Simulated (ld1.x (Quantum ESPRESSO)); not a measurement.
## u(r) = r·R(r): atom against pseudo-atom (C (Z = 6))

Columns: radius, all-electron u(r) and pseudo u(r) of the 2s shell (level -13.87 eV) of carbon in the configuration [He] 2s1.75 2p2.25; PBE, scalar-relativistic, TM semilocal scheme, ld1.x (Quantum ESPRESSO) 7.5.

| r (bohr) | all-electron | pseudo |
| --- | --- | --- |
| 0.105 | 0.3367 | -0.0660 |
| 0.210 | 0.3003 | -0.1350 |
| 0.315 | 0.1237 | -0.2102 |
| 0.420 | -0.0879 | -0.2941 |
| 0.525 | -0.2877 | -0.3878 |
| 0.630 | -0.4570 | -0.4891 |
| 0.735 | -0.5913 | -0.5911 |
| 0.840 | -0.6911 | -0.6832 |
| 0.945 | -0.7592 | -0.7543 |
| 1.050 | -0.8002 | -0.7989 |
| 1.155 | -0.8188 | -0.8187 |
| 1.260 | -0.8197 | -0.8197 |
| 1.365 | -0.8069 | -0.8069 |
| 1.470 | -0.7839 | -0.7839 |
| 1.575 | -0.7536 | -0.7536 |
| 1.680 | -0.7183 | -0.7183 |
| 1.785 | -0.6799 | -0.6799 |
| 1.890 | -0.6397 | -0.6397 |
| 1.995 | -0.5990 | -0.5990 |
| 2.100 | -0.5585 | -0.5585 |
| 2.205 | -0.5189 | -0.5189 |
| 2.310 | -0.4807 | -0.4807 |
| 2.415 | -0.4440 | -0.4440 |
| 2.520 | -0.4093 | -0.4093 |
| 2.625 | -0.3765 | -0.3765 |
| 2.730 | -0.3457 | -0.3457 |

(1) How many radial nodes do the two functions have?

(2) At about which radius was the pseudo-wave matched?

(3) Is the pseudo-wave norm-conserving?

## Answers

(1) The all-electron 2s function has n − l − 1 = 1; the pseudo-wave has 0, since the states of the same l below it are removed with the core.

(2) 1.25 bohr, where the columns begin to agree (steps of 0.10 bohr).

(3) Yes: the TM semilocal scheme keeps the norm inside the radius equal to the all-electron one, which fixes the energy derivative of the logarithmic derivative at the level.
